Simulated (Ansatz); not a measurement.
Born–Oppenheimer molecular dynamics of C₃H₆BCl (11 atoms, charge 0, multiplicity 1). It starts from a relaxed structure.

Theory: RKS BHLYP/6-31G in Ansatz.

```json
{
 "ensemble": "NVT, Nosé–Hoover chain",
 "time step": "0.5 fs",
 "steps asked": "250",
 "set temperature": "50 K",
 "thermostat": "time constant 100 fs, chain length 3 (defaults)",
 "seed": "754369"
}
```

Frames 2.5 fs apart, positions in Å, forces in eV/Å.

Velocities at 35 fs (Å/ps):

```
Cl -0.72 0.44 -0.44
C 1.69 -0.01 1.62
C 1.95 1.52 0.16
B 1.15 -0.52 -0.67
C -2.15 -1.62 -0.85
H -5.83 0.84 0.97
H -1.95 1.17 -1.88
H -7.67 -0.34 8.47
H -1.70 -6.71 0.98
H 3.65 0.17 -2.74
H 8.65 -3.82 6.02
```

```xyz
11
Properties=species:S:1:pos:R:3:forces:R:3 time_fs=35 energy_less_start_eV=0.026 T=30
Cl -1.294 2.381 -0.147 0.03 -0.14 -0.04
C -1.224 0.479 -0.018 -0.06 0.06 0.25
C 0.055 -0.082 -0.508 0.23 0.32 -0.59
B 0.612 -1.390 0.078 -0.14 -0.34 0.17
C 1.337 -0.086 0.370 0.01 0.07 -0.01
H -1.399 0.302 1.034 0.08 0.01 0.09
H -2.086 0.137 -0.567 -0.01 0.08 -0.21
H 0.237 0.087 -1.574 -0.10 -0.01 0.44
H 0.430 -2.536 0.226 0.11 -0.09 0.03
H 1.299 0.362 1.353 -0.15 -0.03 0.03
H 2.274 0.144 -0.112 0.00 0.07 -0.16
11
Properties=species:S:1:pos:R:3:forces:R:3 time_fs=37.5 energy_less_start_eV=0.035 T=22
Cl -1.296 2.382 -0.148 0.05 -0.11 -0.02
C -1.220 0.479 -0.013 -0.40 0.00 0.10
C 0.060 -0.078 -0.508 -0.13 0.06 0.35
B 0.614 -1.393 0.076 -0.30 -0.68 0.23
C 1.332 -0.089 0.367 0.64 0.23 -0.07
H -1.411 0.305 1.038 0.14 0.00 0.01
H -2.088 0.143 -0.577 0.28 0.13 -0.02
H 0.218 0.087 -1.549 0.15 0.16 -0.57
H 0.430 -2.552 0.229 0.17 0.26 -0.03
H 1.303 0.361 1.348 -0.21 -0.02 0.09
H 2.291 0.136 -0.100 -0.39 -0.02 -0.07
11
Properties=species:S:1:pos:R:3:forces:R:3 time_fs=40 energy_less_start_eV=0.028 T=28
Cl -1.298 2.383 -0.149 0.07 -0.06 0.01
C -1.218 0.479 -0.008 -0.25 0.09 0.06
C 0.065 -0.073 -0.507 -0.28 -0.09 0.28
B 0.615 -1.399 0.076 -0.31 -0.38 0.16
C 1.331 -0.092 0.365 0.53 0.20 0.17
H -1.414 0.307 1.043 0.13 -0.03 -0.04
H -2.075 0.157 -0.588 0.15 0.02 0.01
H 0.206 0.097 -1.552 0.19 0.13 -0.47
H 0.439 -2.554 0.230 0.13 0.14 -0.03
H 1.295 0.359 1.348 -0.18 -0.05 0.02
H 2.288 0.127 -0.094 -0.20 0.04 -0.16
11
Properties=species:S:1:pos:R:3:forces:R:3 time_fs=42.5 energy_less_start_eV=0.028 T=29
Cl -1.300 2.383 -0.151 0.09 -0.02 0.05
C -1.218 0.480 -0.003 0.18 0.24 -0.02
C 0.068 -0.069 -0.505 -0.23 -0.12 -0.62
B 0.614 -1.407 0.077 -0.19 0.32 0.00
C 1.331 -0.094 0.363 0.00 0.02 0.39
H -1.410 0.307 1.046 0.05 -0.06 0.02
H -2.054 0.170 -0.599 -0.20 -0.15 -0.07
H 0.205 0.112 -1.579 0.08 -0.08 0.55
H 0.457 -2.549 0.229 0.04 -0.26 0.01
H 1.276 0.354 1.349 -0.06 -0.05 -0.04
H 2.274 0.120 -0.097 0.24 0.16 -0.26
11
Properties=species:S:1:pos:R:3:forces:R:3 time_fs=45 energy_less_start_eV=0.030 T=27
Cl -1.301 2.384 -0.152 0.10 0.01 0.09
C -1.216 0.482 0.003 0.23 0.21 -0.31
C 0.071 -0.065 -0.506 -0.24 -0.27 -0.51
B 0.612 -1.414 0.078 -0.08 0.59 -0.11
C 1.332 -0.096 0.363 -0.03 -0.09 0.16
H -1.403 0.304 1.050 -0.03 -0.06 0.03
H -2.043 0.176 -0.613 -0.19 -0.15 0.10
H 0.209 0.125 -1.578 0.06 -0.11 0.56
H 0.477 -2.558 0.229 -0.01 -0.27 0.01
H 1.254 0.346 1.348 0.09 0.02 0.01
H 2.272 0.122 -0.114 0.10 0.13 -0.03
11
Properties=species:S:1:pos:R:3:forces:R:3 time_fs=47.5 energy_less_start_eV=0.037 T=21
Cl -1.302 2.385 -0.153 0.10 0.00 0.12
C -1.213 0.484 0.006 -0.02 0.03 -0.53
C 0.072 -0.063 -0.509 -0.32 -0.53 0.59
B 0.610 -1.417 0.079 0.00 0.29 -0.15
C 1.333 -0.098 0.364 0.17 -0.07 -0.15
H -1.397 0.297 1.056 -0.05 -0.01 -0.07
H -2.042 0.173 -0.621 0.03 -0.05 0.35
H 0.217 0.132 -1.549 0.13 0.05 -0.46
H 0.497 -2.581 0.230 -0.02 0.18 -0.04
H 1.237 0.339 1.348 0.21 0.07 0.06
H 2.274 0.131 -0.133 -0.25 0.02 0.29
11
Properties=species:S:1:pos:R:3:forces:R:3 time_fs=50 energy_less_start_eV=0.041 T=18
Cl -1.303 2.385 -0.153 0.10 -0.03 0.13
C -1.211 0.487 0.008 -0.06 -0.05 -0.42
C 0.071 -0.063 -0.509 -0.23 -0.53 0.73
B 0.607 -1.419 0.078 0.12 0.11 -0.17
C 1.334 -0.100 0.365 -0.08 -0.05 -0.01
H -1.395 0.290 1.057 -0.01 0.07 -0.11
H -2.041 0.167 -0.610 -0.02 -0.01 0.26
H 0.232 0.141 -1.542 0.07 0.04 -0.57
H 0.515 -2.594 0.228 -0.06 0.42 -0.06
H 1.233 0.335 1.351 0.24 0.04 -0.01
H 2.264 0.142 -0.136 -0.08 0.01 0.25
11
Properties=species:S:1:pos:R:3:forces:R:3 time_fs=52.5 energy_less_start_eV=0.035 T=23
Cl -1.304 2.386 -0.154 0.10 -0.08 0.11
C -1.208 0.490 0.007 0.04 -0.02 -0.21
C 0.069 -0.065 -0.506 0.04 -0.24 -0.31
B 0.605 -1.421 0.077 0.26 0.37 -0.23
C 1.335 -0.103 0.365 -0.47 -0.05 0.30
H -1.393 0.287 1.053 0.05 0.12 0.02
H -2.042 0.160 -0.585 -0.24 -0.04 -0.06
H 0.251 0.151 -1.564 -0.16 -0.20 0.44
H 0.530 -2.585 0.222 -0.12 0.12 -0.02
H 1.242 0.334 1.353 0.17 -0.02 -0.04
H 2.251 0.154 -0.126 0.33 0.06 -0.02
11
Properties=species:S:1:pos:R:3:forces:R:3 time_fs=55 energy_less_start_eV=0.035 T=24
Cl -1.305 2.387 -0.154 0.10 -0.11 0.08
C -1.206 0.493 0.005 -0.18 -0.10 -0.13
C 0.068 -0.069 -0.505 0.12 -0.06 -0.51
B 0.605 -1.420 0.074 0.35 0.64 -0.24
C 1.334 -0.106 0.367 -0.18 0.09 0.22
H -1.387 0.291 1.050 0.10 0.14 0.13
H -2.055 0.151 -0.561 -0.11 0.04 -0.14
H 0.262 0.151 -1.564 -0.23 -0.24 0.57
H 0.538 -2.570 0.216 -0.17 -0.30 0.03
H 1.261 0.332 1.354 0.02 -0.03 0.05
H 2.255 0.168 -0.115 0.17 -0.06 -0.06
11
Properties=species:S:1:pos:R:3:forces:R:3 time_fs=57.5 energy_less_start_eV=0.031 T=27
Cl -1.306 2.387 -0.155 0.11 -0.11 0.03
C -1.204 0.495 0.002 -0.53 -0.25 0.00
C 0.067 -0.074 -0.505 -0.08 -0.05 0.37
B 0.606 -1.415 0.070 0.33 0.26 -0.14
C 1.332 -0.108 0.369 0.42 0.34 0.02
H -1.376 0.303 1.054 0.12 0.13 0.04
H -2.074 0.144 -0.545 0.21 0.16 -0.04
H 0.260 0.138 -1.536 -0.04 -0.01 -0.43
H 0.537 -2.570 0.210 -0.15 -0.19 0.01
H 1.282 0.328 1.358 -0.13 -0.04 0.10
H 2.268 0.179 -0.107 -0.26 -0.23 0.05
11
Properties=species:S:1:pos:R:3:forces:R:3 time_fs=60 energy_less_start_eV=0.033 T=26
Cl -1.306 2.387 -0.155 0.12 -0.07 -0.03
C -1.205 0.496 0.000 -0.43 -0.21 0.27
C 0.065 -0.078 -0.504 -0.19 0.10 0.54
B 0.610 -1.410 0.065 0.21 -0.46 0.03
C 1.332 -0.109 0.372 0.46 0.41 0.13
H -1.357 0.322 1.060 0.07 0.06 -0.07
H -2.083 0.145 -0.532 0.19 0.11 -0.07
H 0.255 0.123 -1.530 0.05 0.08 -0.70
H 0.526 -2.579 0.206 -0.09 0.24 -0.04
H 1.295 0.321 1.366 -0.21 -0.07 0.01
H 2.268 0.177 -0.097 -0.18 -0.19 -0.06
11
Properties=species:S:1:pos:R:3:forces:R:3 time_fs=62.5 energy_less_start_eV=0.028 T=31
Cl -1.306 2.387 -0.155 0.13 -0.01 -0.09
C -1.208 0.496 -0.002 0.04 0.00 0.44
C 0.063 -0.082 -0.500 -0.03 0.41 -0.53
B 0.614 -1.407 0.060 0.08 -0.68 0.14
C 1.334 -0.108 0.376 0.02 0.23 0.25
H -1.335 0.345 1.062 -0.06 -0.06 -0.01
H -2.081 0.152 -0.524 -0.11 -0.05 -0.19
H 0.252 0.112 -1.559 -0.09 -0.08 0.35
H 0.509 -2.577 0.199 -0.02 0.29 -0.05
H 1.296 0.310 1.376 -0.20 -0.06 -0.05
H 2.259 0.165 -0.092 0.25 0.02 -0.25
```

Of the whole run (125 fs, mean temperature of the second half 29 K): The conserved energy stayed within 0.038 meV per atom of its start (net change 0.031 meV per atom), so the integration is sound. The mean temperature of the second half is 41 % below the set value. A run of 0.12 ps of so small a system gives no equilibrium averages. Limits of this set-up: no polarisation functions.

Time of the run: 12 min on 1 thread of Intel(R) Xeon(R) Platinum 8375C CPU @ 2.90GHz (Ice Lake) (shared host), peak memory 0.14 GiB.
